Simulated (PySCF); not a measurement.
Bi(Et)(OH)2 (C₂H₇BiO₂), SMILES C[CH2][Bi]([OH])[OH].

The structure is a stationary point at B3LYP-D3(BJ)/def2-SVP. The def2 effective core potentials stand for the cores of Bi; spin–orbit coupling is left out. The values are those of a single conformer.

Two levels are set side by side: PBE/def2-TZVP (PySCF) and r2SCAN/def2-TZVP (PySCF). Same geometry, gas phase. Differences are taken from unrounded values.

| quantity | PBE |
|---|---|
| orbital gap (eV) | 4.28 |
| highest occupied level (eV) | -5.92 |
| lowest empty level (eV) | -1.65 |
| dipole moment (D) | 2.63 |
| mean polarisability (bohr³) | 79.6 |

**Question.** These are the PBE values. What does r2SCAN give? (An estimate is asked for; the answer gives what the named calculation found.)

**Answer.** 
| quantity | r2SCAN | PBE minus r2SCAN |
|---|---|---|
| orbital gap (eV) | 4.81 | -0.54 |
| highest occupied level (eV) | -6.19 | 0.26 |
| lowest empty level (eV) | -1.37 | -0.27 |
| dipole moment (D) | 2.75 | -0.12 |
| mean polarisability (bohr³) | 77.7 | 1.9 |

Rough cost on one machine, each run with all the roots and properties that it gave: r2SCAN against PBE about 3 times.
